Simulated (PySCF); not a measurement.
# SnOF₂ + Cl₂ → SnOCl₂ + F₂

Level: PBE0 in the def2-TZVP basis family, computed in PySCF with density fitting; scalar-relativistic core potentials for atoms from Rb on, none lighter, no spin–orbit coupling; open shells unrestricted.

| species | state and structure | E (Eh) | ZPE (kJ/mol) | H(298 K) − H(0) (kJ/mol) | S° (J/(mol K)) |
| --- | --- | --- | --- | --- | --- |
| SnOF₂ | singlet, C2v, Sn–F 1.893 Å (×2), Sn–O 1.810 Å; F–Sn–F 97.5°, F–Sn–O 131.2° (×2) | -489.07232 | 15.7 | 15.7 | 311.0 |
| Cl₂ | singlet, D∞h, Cl–Cl 1.982 Å | -920.08940 | 3.5 | 9.1 | 222.5 |
| SnOCl₂ | singlet, C2v, Sn–Cl 2.296 Å (×2), Sn–O 1.812 Å; Cl–Sn–Cl 103.6°, Cl–Sn–O 128.2° (×2) | -1209.64996 | 12.1 | 17.1 | 332.5 |
| F₂ | singlet, D∞h, F–F 1.376 Å | -199.40856 | 6.6 | 8.7 | 201.9 |

(1) What is the electronic reaction energy?

(2) Add zero-point, thermal and entropy terms for 298.15 K and 1 bar.

Results:

(1) At PBE0/def2-TZVP, ΔE = 271.0 kJ/mol from the differences of the total energies times 2625.5, uphill. 

(2) ΔZPE = -0.5 and Δ[H(298) − H(0)] = 1.0 kJ/mol give ΔH° = 271.5 kJ/mol. ΔS° = 0.9 J/(mol K), so ΔG° = 271.5 − 298.15 × (0.0009) = 271 kJ/mol.

Only the bonding shown was studied: isomers, or loss of a ligand pair, can lie lower.
